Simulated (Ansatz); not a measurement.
Two isomers of C3H10OSi: A = `OCCC[SiH3]`, B = `C[SiH](C)CO`.

Calculated with Ansatz (gas phase, PBE0-D4/def2-TZVP geometries, no zero-point term in ΔE). CBS: MP2 limit from def2 TZ/QZ plus the TZ coupled-cluster correction, frozen cores. Functionals use def2-TZVPP. B3LYP here is the variant with VWN-RPA as its local correlation; programs differ in this. Each species was taken in one conformer, which may not be the lowest.

(1) Which is lower in electronic energy at CCSD(T)/CBS, and by how much? (An estimate is asked.)

(2) Give E(B) − E(A) in kcal/mol with CCSD/def2-TZVPP, B3LYP, B3LYP-D4, HF/def2-TZVPP, PBE-D4, r2SCAN-D4, ωB97M-V. (Best estimate.)

Largest T1 diagnostic: 0.010.

Answers

(1) The calculation gave: B, by 14.9 kcal/mol.

(2) Ansatz gave: CCSD/def2-TZVPP -14.0, B3LYP -15.9, B3LYP-D4 -15.5, HF/def2-TZVPP -12.7, PBE-D4 -16.1, r2SCAN-D4 -16.6, ωB97M-V -15.7. None reverses the order clearly.

From PBE to PBE0 (25 % exact exchange), in def2-TZVPP and without D4, E(B) − E(A) moves by +0.7 kcal/mol. In def2-TZVPP, CCSD(T) changes the Hartree–Fock value by −1.4 kcal/mol (the triples alone add −0.2 kcal/mol) and MP2 by −2.0 kcal/mol.
